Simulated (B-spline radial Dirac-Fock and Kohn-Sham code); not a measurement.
K-line shifts caused by a second vacancy in Zr⁸⁺

System: Zr⁸⁺ in the configuration [Ar] 3d10 4s2 4p2.

The computed values come from a radial B-spline solver: Dirac-Fock energy differences between relaxed states, corrected for Breit and QED terms. Each two-hole energy is an average over J within one jj subconfiguration, not an observable level; in light atoms, where LS coupling holds, the j-resolved values are not observed lines, and for a K spectator the Kα1 hypersatellite is nearly forbidden. Electron correlation is not included.

Lines without a spectator: Kα2 (K-L2) 15691.6 eV, Kα1 (K-L3) 15776.1 eV, Kβ3 (K-M2) 17657.7 eV, Kβ1 (K-M3) 17671.6 eV. Shifts in eV with one spectator hole (a dash: not computed, or left out as unreliable):

| spectator hole | Kα2 | Kα1 | Kβ3 | Kβ1 |
| --- | --- | --- | --- | --- |
| K (1s) | +441.5 | +450.2 | +559.8 | +561.5 |
| L2 (2p1/2) | +45.9 | +57.0 | – | +124.7 |
| L3 (2p3/2) | +48.3 | +47.4 | +115.3 | – |
| M2 (3p1/2) | – | +5.76 | +14.00 | +17.23 |
| M3 (3p3/2) | +4.72 | – | +15.50 | +14.97 |
| M4 (3d3/2) | +0.56 | -1.30 | – | – |
| M5 (3d5/2) | -1.56 | -0.27 | – | – |
